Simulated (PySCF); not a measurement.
# Radial density of Pb²⁺ (lead, charge +2)

B3LYP, [Xe] 4f14 5d9 6s2 6p1, one real determinant (an excited configuration). Calculation: PySCF 2.14, in cc-pVTZ-PP with ECP60MDF (5s4p3d1f, 39 functions); a scalar-relativistic core potential. This is the valence pseudo-density: the core potential removes the inner electrons and smooths the orbitals near the nucleus.

| r (bohr) | 4πr²ρ (e/bohr) | 4πr²(ρα − ρβ) |
| --- | --- | --- |
| 0.0194 | 1.798e-05 | 0.0000 |
| 0.0326 | 3.475e-05 | 0.0000 |
| 0.0549 | 5.176e-05 | 0.0000 |
| 0.0924 | 0.0001637 | 0.0000 |
| 0.155 | 0.001624 | 0.0001 |
| 0.261 | 0.03541 | 0.0018 |
| 0.439 | 1.489 | 0.0544 |
| 0.739 | 16.63 | 0.6954 |
| 1.24 | 13.76 | 0.9242 |
| 2.09 | 3.290 | 0.6402 |
| 3.52 | 0.4133 | 0.2240 |
| 5.92 | 0.005265 | 0.0042 |
| 9.95 | 0.0003824 | 0.0004 |

⟨L²⟩ = 8.00 against 12 for a pure F term, so this real determinant mixes terms. Energies and moments cover only the electrons outside the core potential. Spin-orbit coupling, absent here, splits the open shell strongly.
